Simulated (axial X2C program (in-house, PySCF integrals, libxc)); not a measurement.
**ZrSH: properties at the nuclei**

Computed with an in-house all-electron X2C program for linear molecules (integrals from PySCF): two-component X2C with atomic mean-field Coulomb and Gaunt terms, Gaussian nuclei, basis Zr dyall-v3z, S dyall-av3z, H dyall-v3z with contracted cores.

Zr–S–H held linear, with bonds 2.343 and 1.335 Å (near the PBE0 minimum at charge 0 of the determinant lowest at the starting distance; the state shown can have its own minimum elsewhere, held linear; other orders of the atoms were not compared).

Determinant lowest in the PBE0 search, Ω = 3/2 (⟨Sz⟩ = 1.50, ⟨Lz⟩ = 0.00 at PBE0), spin on the atoms Zr 1.54, S -0.04, H 0.00:

```
level  Eeff magnitude (GV/cm)  Ws magnitude Zr (kHz)  A∥/gI Zr (MHz)  qzz Zr (a.u.)  A∥/gI S (MHz)  qzz S (a.u.)  A∥/gI H (MHz)  qzz H (a.u.)  μ (D)
 PBE0                    1.82                  0.538             777           1.33          -5.77          1.64         -0.283          0.25  -2.58
   HF                    2.84                  0.849             737           0.77          -12.6          1.63         -0.113          0.25  -2.55
  PBE                    1.78                  0.531             796           1.52        -0.0178          1.63         -0.251          0.25  -2.00
```

Determinant 0.05 eV from it at PBE0 and this distance, Ω = 1/2 (⟨Sz⟩ = -1.50, ⟨Lz⟩ = 2.00 at PBE0), spin on the atoms Zr -1.49, S 0.04, H -0.05:

| level | Eeff magnitude (GV/cm) | Ws magnitude Zr (kHz) | A∥/gI Zr (MHz) | qzz Zr (a.u.) | A∥/gI S (MHz) | qzz S (a.u.) | A∥/gI H (MHz) | qzz H (a.u.) | μ (D) |
| --- | --- | --- | --- | --- | --- | --- | --- | --- | --- |
| PBE0 | 2.75 | 2.73 | -2550 | -2.00 | -268 | 1.44 | -27.5 | 0.24 | -0.14 |
| HF | 2.77 | 2.78 | -1900 | -2.54 | -82.1 | 1.61 | -17.8 | 0.25 | 0.06 |
| PBE | 2.53 | 2.51 | -2660 | -1.86 | -329 | 1.30 | -32.9 | 0.24 | -0.21 |

Eeff is the effective electric field on the electron electric dipole moment in this Ω state and Ws the scalar–pseudoscalar constant of the nucleus named (defined with the proton number Z and per Ω); A∥ (defined per Ω) follows by multiplying with gI = μI/(I μN); qzz is the electric field gradient, eQq0 = 234.96 MHz × Q/barn × qzz; μ is positive if the H end (last atom) is positive. The operators were transformed with the bare-nucleus X2C matrices; with these basis sets, hyperfine constants and field gradients can be off by tens of per cent, and where levels differ in sign neither size nor sign is settled.

(1) With gI(91Zr) = -0.5214, Q(91Zr) = -0.176 barn, Q(33S) = -0.0694 barn (g factors from the IAEA table of nuclear moments by Stone; Q from Pyykkö, Mol. Phys. 2018), turn the PBE0 values of the first state into constants in MHz.

The molecule was held linear; bending was not examined, so a bent shape may lie lower. Hydrosulfides and their kin are strongly bent in nature, so this linear model does not describe the real molecule.

Each state is one determinant with collinear spin, which with several unpaired electrons need not be a pure state. Unrestricted Hartree–Fock can overshoot spin polarisation at the nuclei. This is the top spin component of a Σ state; components of lower Ω are not single determinants and can lie lower. With several open shells hyperfine constants can be off by a factor of several. At HF a later determinant lies lower. States lie within half an eV, so the first need not be the ground state. Where a field gradient or hyperfine factor spreads by more than a factor of two over the levels, a constant derived from it is not to be relied on. PBE0 term energies can be off by some tenths of an eV.

Answers

(1) A∥(91Zr) = 777 × -0.5214 = -405 MHz; eQq0(91Zr) = 234.96 × (-0.176) × (1.33) = -55 MHz; eQq0(33S) = 234.96 × (-0.0694) × (1.64) = -26.7 MHz.
